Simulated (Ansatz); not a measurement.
Born–Oppenheimer molecular dynamics of Cl3FH3NTi (9 atoms, charge 0, multiplicity 1). It starts at the highest image of a converged band, a first-order saddle point between two minima.

These are results of RKS PBE/def2-SVP (Ansatz), not measurements.

```json
{"ensemble": "NVE (velocity Verlet)", "time step": "0.5 fs", "steps asked": "200", "starting velocities drawn for": "100 K", "seed": "2079"}
```

First frame:

```xyz
9
Properties=species:S:1:pos:R:3
Ti 0.001 0.098 0.138
N 0.042 0.149 2.094
H -0.859 0.173 2.593
H 0.686 -0.480 2.593
F 1.560 -0.051 -0.612
Cl -1.480 1.452 -0.738
Cl -0.877 -1.885 -0.223
Cl 1.269 2.599 1.245
H 0.685 1.511 1.960
```

(1) How far do the bonds stretch over the last three quarters of this one trajectory? (Pairs bonded in most of those frames.)

Results:

(1) 
| bond | mean (Å) | spread (Å) | shortest | longest |
| --- | --- | --- | --- | --- |
| Ti1–N2 | 1.898 | 0.018 | 1.87 | 1.93 |
| Ti1–F5 | 1.739 | 0.015 | 1.72 | 1.76 |
| Ti1–Cl6 | 2.197 | 0.007 | 2.18 | 2.21 |
| Ti1–Cl7 | 2.197 | 0.018 | 2.17 | 2.22 |
| N2–H3 | 1.029 | 0.008 | 1.02 | 1.04 |
| N2–H4 | 1.029 | 0.006 | 1.02 | 1.04 |
| Cl8–H9 | 1.340 | 0.038 | 1.28 | 1.41 |

Pairs bonded in part of these frames only: Ti1–Cl8 45 %.

Mean temperature of the second half: 122 K. The conserved energy stayed within 0.039 meV per atom of its start (net change 0.0092 meV per atom), so the integration is sound. A run of 0.1 ps of so small a system gives no equilibrium averages. The orbitals stay closed-shell, which can raise the energy where a bond breaks towards radicals; this wasn't checked here.

Time of the run: 6.1 min on 4 threads of Arm Neoverse V1, on a shared host, peak memory 0.21 GiB.
